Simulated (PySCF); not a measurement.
Species: C7H10NPSi.
Numbering: `[SiH3:1][c:2]1[cH:3][n:4][cH:5][p:6][c:7]1[CH:8]1[CH2:9][CH2:10]1` (hydrogens: H11, H12, H13 on Si1; H14 on C3; H15 on C5; H16 on C8; H17, H18 on C9; H19, H20 on C10)

Geometry (PBE0-D3(BJ)/def2-SVP, Å), atoms numbered from 1 in this order:
```
atom  x, y, z in Å
Si1    1.3267    1.5392   -0.5285
C2     1.0375   -0.3292   -0.5857
C3     2.1854   -1.1413   -0.6322
N4     2.2360   -2.4670   -0.6817
C5     1.1168   -3.1742   -0.6942
P6    -0.5335   -2.6223   -0.6480
C7    -0.2556   -0.8830   -0.5859
C8    -1.4374    0.0125   -0.5381
C9    -2.6678   -0.2804   -1.3716
C10   -2.7342   -0.4223    0.1054
H11    0.7729    2.1399    0.7239
H12    0.6878    2.2270   -1.6919
H13    2.7998    1.7735   -0.5711
H14    3.1666   -0.6497   -0.6289
H15    1.2531   -4.2650   -0.7371
H16   -1.2020    1.0750   -0.4241
H17   -3.1644    0.5687   -1.8480
H18   -2.6384   -1.1928   -1.9753
H19   -3.2768    0.3277    0.6863
H20   -2.7596   -1.4326    0.5254
```

The closed-shell ground state was solved at several levels (PySCF, density fitting, gas phase, non-relativistic).

```json
{"level": "CAM-B3LYP/def2-SVPD", "basis functions": "288", "HOMO (eV)": "-8.38", "LUMO (eV)": "-0.82", "gap (eV)": "7.56", "dipole (D)": "2.49"}
{"level": "PBE0/pcSseg-1", "basis functions": "234", "HOMO (eV)": "-7.15", "LUMO (eV)": "-1.89", "gap (eV)": "5.26", "dipole (D)": "2.46"}
```

Problem. What might wB97X-D/pcSseg-1 (234 basis functions) give for the same quantities?

Solution. HOMO -9.01 eV, LUMO -0.24 eV, gap 8.77 eV, dipole 2.48 D.

Problem. Over all these levels, which gives the widest orbital gap and which the narrowest?

Solution. wB97X-D/pcSseg-1 (range-separated hybrid) has the widest, 8.77 eV, and PBE0/pcSseg-1 (global hybrid, 25 % exact exchange) the narrowest, 5.26 eV. The two share the basis. From the narrowest to the widest the HOMO moves by -1.86 eV and the LUMO by +1.65 eV.

Problem. How far do the dipole and the HOMO energy spread over the levels?

Solution. The dipole runs from 2.46 to 2.49 D (mean 2.48 D) and the HOMO from -9.01 to -7.15 eV.

One conformer stands for the species.
